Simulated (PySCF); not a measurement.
Input file for PySCF: R-HF/STO-3G on iminoborane (SMILES B=N), a point of a bond scan (R = 3.174 Å).

```python
from pyscf import gto, scf, dft, mp
from pyscf.data.elements import chemcore

mol = gto.M(
    atom='''
    B    -0.00000000   -0.00000000   -0.69205561
    N     0.00000000    0.00000000    0.54091709
    H    -0.00000000   -0.00000000   -1.85891024
    H     0.00000000    0.00000000    3.71484199
    ''',
    basis='sto-3g',
    charge=0, spin=0, verbose=3, max_memory=1800)
mf = scf.RHF(mol)
mf.conv_tol = 1e-8
mf.max_cycle = 100
mf.kernel()
if not mf.converged:
    mf = mf.newton().run(mf.mo_coeff, mf.mo_occ)
```

### Question
What total energy does the run end on?

### Answer
-78.7841 hartree.
